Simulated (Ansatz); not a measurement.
Total energies of BCl2Br (BBrCl2) from Ansatz at PBE-D4/def2-TZVP, gas phase (1 Eh = 27.2114 eV = 2625.5 kJ/mol). The reference geometry is relaxed at B3LYP-D4/def2-SVP.

```xyz
4

B     0.0079    0.0402    0.0004
Cl    0.2037    0.8777    1.5233
Cl    0.1503    0.9196   -1.5046
Br   -0.3618   -1.8375   -0.0191
```

```csv
state,geometry,energy (Eh)
charge 0 singlet,reference,-3518.76384
charge 1 doublet,reference,-3518.38120
free B atom (doublet),–,-24.61008
free Cl atom (doublet),–,-459.95840
free Br atom (doublet),–,-2573.72072
```

**Question.** Work out the vertical ionisation energy to the doublet.

**Answer.** E(charge 1 doublet) − E(charge 0 singlet) = -3518.38120 − (-3518.76384) = 0.38264 Eh = 10.41 eV. For comparison, −ε of the highest occupied level is 7.34 eV at this level, 3.07 eV less.

**Question.** What is the binding energy per atom against free atoms?

**Answer.** Atoms: 1 × (-24.61008) + 2 × (-459.95840) + 1 × (-2573.72072) = -3518.24760 Eh. Binding: -3518.24760 − (-3518.76384) = 0.51624 Eh = 14.05 eV, or 3.51 eV for each of 4 atoms (no zero-point energy, no counterpoise term).
